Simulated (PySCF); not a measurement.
A structure optimised at B3LYP-D3(BJ)/def2-SVP, used in a PySCF frequency run:

```xyz
10

C     -0.4405     2.0780     0.0000
C      0.6018     1.2364     0.0000
C      0.5413    -0.2254     0.0000
C      1.6233    -1.0189     0.0000
Cl    -1.0578    -0.9556     0.0000
H     -1.4680     1.7078     0.0000
H     -0.2865     3.1592     0.0000
H      1.6223     1.6345     0.0000
H      2.6199    -0.5711     0.0000
H      1.5402    -2.1060     0.0000
```
Charge 0, spin multiplicity 1.

Task: Write its SMILES, formula and point group.

Result: C=CC(=C)Cl, C4H5Cl, Cs

Task: What are its rotational constants (standard atomic weights)?

Result: 5.3563, 3.6913, 2.1853 GHz
